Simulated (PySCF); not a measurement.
How methods differ on the ionisation energy of Rb¹⁴⁺

Rb¹⁴⁺ [Ar] 3d5 [3d3/2^4 3d5/2^1, M_J = 5/2] → Rb¹⁵⁺ [Ar] 3d4 [3d3/2^4, M_J = 0], as a difference of total energies. All numbers are calculated (PySCF 2.14, the two-component X2C-1e Hamiltonian, in an uncontracted even-tempered set (17 s from 1.2 bohr⁻², ratio 2.8; 12 p from 1.5 bohr⁻², ratio 2.8; 8 d from 1.5 bohr⁻², ratio 2.8; 4 f from 6.2 bohr⁻², ratio 3)). Correlated levels: [Ne] frozen; the 76 highest virtual spinors dropped. "Screened" scales the spin-orbit matrix elements by Boettger's factors to mimic the two-electron term; Breit and QED terms are absent.

| method | ionisation energy (eV) |
| --- | --- |
| GHF (spin-free) | 504.63 |
| GMP2 (spin-free) | 505.07 |
| GHF (screened spin-orbit) | 503.67 |
| GMP2 (screened spin-orbit) | 504.09 |

Question: How much does correlation contribute at GMP2 (screened spin-orbit)?

Answer: 504.09 − (503.67) = 0.42 eV, measured against GHF (screened spin-orbit).

Breit and QED terms and the two-electron picture change are absent.

The spin-free rows relax to the high-spin LS determinant and lack the spin-orbit shift.

The labels give the starting determinants; with spin-orbit coupling the two ends relaxed to ⟨J²⟩ = 8.75, ⟨L²⟩ = 0.04, ⟨S²⟩ = 8.66 and ⟨J²⟩ = 3.33, ⟨L²⟩ = 5.84, ⟨S²⟩ = 5.84.

The determinant of Rb¹⁵⁺ mixes levels of different J (the jj label is only the starting occupation), so the difference between spin-free and spin-orbit rows is not the physical spin-orbit shift.

For comparison: 502 ± 3 eV (theoretical estimate listed by NIST; NIST Atomic Spectra Database, ionization energies).
